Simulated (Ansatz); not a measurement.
BGeH5O3, SMILES `OB(O)[O][GeH3]`, relaxed with RKS PBE-D4/def2-SVP in Ansatz 0.2.0 from a rough embedded geometry. The force threshold is 0.03 eV/Å; the program also tests the step.

The species carries charge 0 and has multiplicity 1.

Start:

```xyz
10

O    -0.021    1.408   -1.601
B     0.527    1.015   -0.368
O     0.467    1.938    0.735
O     1.260   -0.215   -0.182
Ge    0.053   -1.435    0.290
H    -1.020    1.060   -1.591
H    -0.347    1.701    1.282
H    -1.103   -1.550   -0.712
H     0.723   -2.870    0.469
H    -0.539   -1.053    1.680
```

(1) How much energy does the relaxation release, and in how many steps? (Best estimate.)

(2) Which bonds change most? (Estimate.)

(3) Give the relaxed structure. (Best estimate.)

Results:

(1) The calculation gave: 1.77 eV, in 19 steps, 1 of them rejected.

(2) The calculation gave: O1–H6 from 1.058 to 0.973 Å; B2–O4 from 1.444 to 1.374 Å; B2–O3 from 1.439 to 1.378 Å; Ge5–H9 from 1.593 to 1.549 Å.

(3) Ansatz gave: 
```xyz
10

O     0.020    0.692   -1.465
B     0.134    1.041   -0.135
O     0.333    2.359    0.211
O     0.047    0.069    0.832
Ge   -0.214   -1.680    0.410
H     0.103    1.471   -2.042
H     0.412    2.444    1.177
H    -1.546   -1.830   -0.365
H     0.994   -2.191   -0.415
H    -0.285   -2.376    1.791
```
